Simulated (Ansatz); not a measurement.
```xyz
3

N     0.0000    0.0000    0.0000
H     0.0000    0.0000    2.2440
B     0.0000    3.3582   -0.5921
```

Basis set: pcseg-2 (spherical functions). Charge 0, multiplicity 4.

Computed with Ansatz (development build ahead of 0.2.0); each method stands on the lowest determinant of its kind that the runs found. Restricted functionals stand beside restricted open-shell atoms, which can lie above the unrestricted atoms usual in DFT and then raise those values.

Problem. Give the atomization energy at this shape (free ground-state atoms in the same class of orbitals less the molecule, no zero-point energy) of quartet BNH by PBE0 (restricted open-shell), ROHF.

Solution.

```csv
method,atomization energy
PBE0 (restricted open-shell),-1.04 eV
ROHF,-3.59 eV
```

Caution: other spin multiplicities may lie lower; stretched shape with no unrestricted run beside it, a lower state can exist; the molecule lies well above its atoms at this level; the shape is not the minimum. Caution for PBE0 (restricted open-shell): charge can spread falsely over distant fragments.
